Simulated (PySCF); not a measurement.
# Partial charges of `COCCS(=O)(=O)Cl`

Species: C3H7ClO3S.
Geometry (GFN2-xTB, Å), atoms numbered from 1 in this order:
```xyz
15
C3H7ClO3S angstrom
C     -1.8581    0.6560    0.7079
O     -0.8242    0.5959   -0.2515
C     -0.4912   -0.7028   -0.6934
C      0.9781   -0.5821   -1.0137
S      1.5193    0.4021    0.4319
O      1.6157    1.7997    0.1951
O      0.9754   -0.1031    1.6492
Cl     3.4684   -0.2265    0.4557
H     -1.9985    1.7110    0.9309
H     -2.7870    0.2339    0.3115
H     -1.5646    0.1250    1.6184
H     -0.6327   -1.4293    0.1166
H     -1.1063   -0.9950   -1.5563
H      1.5278   -1.5155   -1.0432
H      1.1734    0.0386   -1.8809
```

Density: PBE0/pcSseg-1 (PySCF); schemes: Mulliken, IAO, Hirshfeld and ESP-fitted. Isolated species at its GFN2-xTB geometry (one conformer only).

Q: For which atoms does the sign change between the 4 schemes (beyond +0.03 e in one, beyond −0.03 e in another)?

A: C3. Atomic charges aren't observables, and each scheme defines them in its own way.

Q: Which atoms carry the lowest charge in the Mulliken, IAO, Hirshfeld and ESP-fitted schemes?

A: The schemes don't all agree: Mulliken O2 (-0.548); IAO O7 (-0.843); Hirshfeld O6 (-0.281); ESP-fitted C4 (-0.537).

Q: Tabulate the Mulliken, IAO, Hirshfeld and ESP-fitted charges.

A: In e:

```tsv
atom	environment	Mulliken	IAO	Hirshfeld	ESP-fitted
C1	methoxy carbon	-0.034	-0.208	-0.038	-0.273
O2	ether oxygen	-0.548	-0.395	-0.117	-0.284
C3	sp3 carbon bound to oxygen	+0.044	-0.060	+0.002	+0.307
C4	sp3 carbon bound to sulfur	-0.316	-0.438	-0.069	-0.537
S5	sulfonyl sulfur	+0.968	+1.973	+0.520	+0.782
O6	sulfonyl oxygen	-0.454	-0.816	-0.281	-0.386
O7	sulfonyl oxygen	-0.490	-0.843	-0.271	-0.389
Cl8	chlorine bonded to S	-0.181	-0.314	-0.106	-0.157
H9	methyl hydrogen	+0.134	+0.170	+0.059	+0.179
H10	methyl hydrogen	+0.102	+0.129	+0.043	+0.106
H11	methyl hydrogen	+0.121	+0.142	+0.037	+0.136
H12	methylene hydrogen	+0.132	+0.141	+0.042	+0.033
H13	methylene hydrogen	+0.145	+0.145	+0.052	+0.048
H14	methylene hydrogen	+0.187	+0.185	+0.061	+0.210
H15	methylene hydrogen	+0.188	+0.188	+0.066	+0.224
```

Mean size of the charges over all atoms: IAO 0.410 e, ESP-fitted 0.270 e, Mulliken 0.270 e, Hirshfeld 0.118 e. Each set sums to the total charge, 0, to within 0.001 e. The IAO scheme counts the electrons in orthogonalised intrinsic atomic orbitals, a minimal basis polarised so that it spans the occupied orbitals exactly.

Q: How many electrons does the IAO scheme count on O2?

A: Z − q = 8 − (-0.395) = 8.395.

Q: How closely do the schemes follow one another over all atoms?

A: Correlation coefficient and root-mean-square difference: IAO with Hirshfeld 0.99, 0.454 e; Mulliken with Hirshfeld 0.96, 0.199 e; Mulliken with IAO 0.96, 0.302 e; Mulliken with ESP-fitted 0.92, 0.145 e; IAO with ESP-fitted 0.89, 0.367 e; Hirshfeld with ESP-fitted 0.88, 0.194 e.

The run behind these numbers computed NMR shieldings as well. Time: 22 s of wall time. Hardware: x86-64 server, one thread, on a shared host.
